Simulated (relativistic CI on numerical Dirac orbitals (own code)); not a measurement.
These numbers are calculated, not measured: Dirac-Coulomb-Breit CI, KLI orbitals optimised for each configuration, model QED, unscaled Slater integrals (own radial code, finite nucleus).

The strongest absorption lines from the ground level of an ion, among the configurations computed and to levels below about 204 eV (vacuum wavelength in nm, gf): 6.0843 (0.046), 6.0847 (0.023), 6.7427 (0.11), 6.7436 (0.053), 8.8128 (0.39), 8.8165 (0.2), 76.501 (0.21), 77.464 (0.1).

(1) Which ion is it?
A. Si¹¹⁺
B. Ne⁷⁺
C. Mg⁹⁺
D. Ne⁵⁺

## Answers

(1) B. Ne⁷⁺ has 3 electrons and the ground level 2s 2S_1/2; the strongest line goes to 3p 2P°_3/2. The pattern of lines fixes the number of electrons, and along that sequence the line energies rise steadily with the charge (about as its square where n changes within one kind of shell, about linearly where n is kept but much faster in heavy ions where fine structure, which grows about as Z⁴, sets the gap, and irregularly where shells cross), which fixes Z. Configurations outside the model, such as inner-shell arrays, can give stronger lines. At this charge configurations can still be misplaced by up to about 7 % of their energy.
